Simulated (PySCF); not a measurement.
**How methods differ on the excitation energy of Mg**

Mg [Ne] 3s2 (1S) → Mg [Ne] 3s1 4s1 (3S), as a difference of total energies. Calculation: PySCF 2.14, in aug-cc-pCVTZ-DK (8s7p5d3f, 75 functions); the spin-free X2C one-electron Hamiltonian (Gaussian nucleus). Correlated levels: valence: [Ne] frozen. The calculations carry no spin-orbit coupling.

```tsv
method	excitation energy (eV)
UHF	4.217
MP2 (valence)	4.811
SCS-MP2 (valence)	4.977
CCSD (valence)	5.021
```

Errors of the correlated levels include the incompleteness of this basis and the frozen core.

With two correlated electrons CCSD is exact in that space.

**Question.** Which method comes closest to the reference value, and which is furthest?

**Answer.** The reference is 5.108 eV (measured; NIST levels). Closest: CCSD (valence) (error -0.087 eV); furthest: UHF (error -0.891 eV).
